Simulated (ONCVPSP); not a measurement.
**Which change was made? (Hf, ONCV)**

- Element: hafnium (Hf)
- Generator: ONCVPSP 4.0.1
- Type: optimised norm-conserving Vanderbilt (ONCV)
- Functional: PBE
- Relativity: scalar-relativistic
- Frozen core: [Kr] 4d10
- Valence charge: 26
- Reference configuration: 4f14 5s2 5p6 5d2 6s2
- Partial waves: 5s+6s: rc 1.80 bohr, ncon 3, nbas 8, qcut 6.4 1/bohr, 2 projectors; 5p: rc 1.65 bohr, ncon 5, nbas 10, qcut 10.6 1/bohr, 2 projectors, debl 3.1 Ha; 5d: rc 3.10 bohr, ncon 4, nbas 9, qcut 4.9 1/bohr, 1 projector; 4f: rc 1.10 bohr, ncon 4, nbas 9, qcut 17.6 1/bohr, 2 projectors, debl 2.9 Ha
- Local potential: polynomial inside 0.75 bohr (lpopt 5, dvloc0 2 Ha)
- Core correction: Teter function, fcfact 5, rcfact 1.1

Cutoffs, loose and tight: the cutoffs (Ha) at which the residual kinetic energy of the hardest occupied pseudo-wave falls to 1 and 0.1 mHa per electron. They do not see the model core or the augmentation charge, which bear on the density cutoff. Test errors are all-electron minus pseudo excitation energies from the reference, over the configurations 4f14 5s2 5p6 5d2 6s1; 4f14 5s2 5p6 5d2 6s0; 4f14 5s2 5p6 5d1 6s0; 4f14 5s1 5p6 5d2 6s2; variants that change the core or the reference have their own tests. The largest error is taken over the tests solved by every variant that gives reliable tests at all, those not shown here included: 4f14 5s1 5p6 5d2 6s2; 4f14 5s2 5p6 5d2 6s0; 4f14 5s2 5p6 5d2 6s1.

The base gives: outcome: generated; cutoff, loose: 123 Ha; cutoff, tight: 135 Ha; bound ghosts: s; GHOST(+) flags above zero: p, d; largest test error (meV): -264.

Problem. After one change the result is: outcome: generated; cutoff, loose: 307 Ha; cutoff, tight: 451 Ha; bound ghosts: s; GHOST(+) flags above zero: p, d; largest test error (meV): -288. Which change was it?
A. f: qcut 10.3
B. p: rc 2.24
C. core [Kr] 4d10 4f14, valence charge 12; reference 5s2 5p6 5d2 6s2; waves now 5s+6s: rc 1.75 bohr, ncon 4, nbas 7, qcut 5.7 1/bohr, 2 projectors; 5p: rc 1.90 bohr, ncon 4, nbas 8, qcut 9.1 1/bohr, 2 projectors, debl 3.9 Ha; 5d: rc 1.90 bohr, ncon 5, nbas 9, qcut 5.8 1/bohr, 1 projector; f scattering state at 0.03 Ha: rc 1.95 bohr, ncon 4, nbas 9, qcut 5.3 1/bohr, 2 projectors, debl 1.7 Ha; local potential polynomial inside 1.15 bohr (lpopt 5, dvloc0 0 Ha)
D. local potential polynomial inside 1.00 bohr (lpopt 3, dvloc0 2 Ha)

Solution. A. The others give: local potential polynomial inside 1.00 bohr (lpopt 3, dvloc0 2 Ha) → outcome: generated; cutoff, loose: 123 Ha; cutoff, tight: 135 Ha; bound ghosts: none; GHOST(+) flags above zero: s, d; largest test error (meV): -264 | core [Kr] 4d10 4f14, valence charge 12; reference 5s2 5p6 5d2 6s2; waves now 5s+6s: rc 1.75 bohr, ncon 4, nbas 7, qcut 5.7 1/bohr, 2 projectors; 5p: rc 1.90 bohr, ncon 4, nbas 8, qcut 9.1 1/bohr, 2 projectors, debl 3.9 Ha; 5d: rc 1.90 bohr, ncon 5, nbas 9, qcut 5.8 1/bohr, 1 projector; f scattering state at 0.03 Ha: rc 1.95 bohr, ncon 4, nbas 9, qcut 5.3 1/bohr, 2 projectors, debl 1.7 Ha; local potential polynomial inside 1.15 bohr (lpopt 5, dvloc0 0 Ha) → outcome: generated; cutoff, loose: 21 Ha; cutoff, tight: 30 Ha; bound ghosts: none; GHOST(+) flags above zero: s, f; largest test error (meV): +14 over the solved tests; 1 of 4 tests not solved or not reliable | p: rc 2.24 → outcome: failed: ERROR pspot: first pseudo wave function has node, program will stop.
